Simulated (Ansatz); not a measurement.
A made-up structure of CHNTe, singlet:

```csv
atom,x (Å),y (Å),z (Å)
C1,-0.3874,0.0842,0.0164
N2,0.3146,0.6840,-0.7743
Te3,1.4967,-0.8065,0.4235
H4,2.6456,-1.7030,1.2793
```

It is relaxed with PBE-D4/def2-SVP and then PBE0-D4/def2-TZVP (Ansatz 0.2.0). Atoms count as bonded within 1.22 times the sum of their covalent radii (H–H: 0.88 Å). The end point is not checked to be a true minimum.

(1) Does its bonding change? (A judgement: the text doesn't fix the answer.)

## Answers

(1) By the calculation: Yes. Formed: none; broken: N2–Te3.

Where it ends: The first stage lowers the energy by 4.71 eV in 13 steps. It ends as CHNTe ([N][C][TeH]):
```
4
angstrom
C 0.4889 0.0579 -0.1906
N -0.3826 0.8053 -0.3032
Te 2.0382 -1.2574 -0.1062
H 1.9250 -1.3471 1.5448
```

Labels in which every atom is bracketed show which atoms are joined, not bond orders.

For scale, one of the runs: PBE0-D4/def2-TZVP relaxation, 118 basis functions, launched by `ansatz run in.yaml --threads 2 --pin off --events-out ev --progress --plain --max-ram 4352MiB`. The run took about 5.5 s on 2 CPU threads of an Arm Neoverse V2 (shared host).
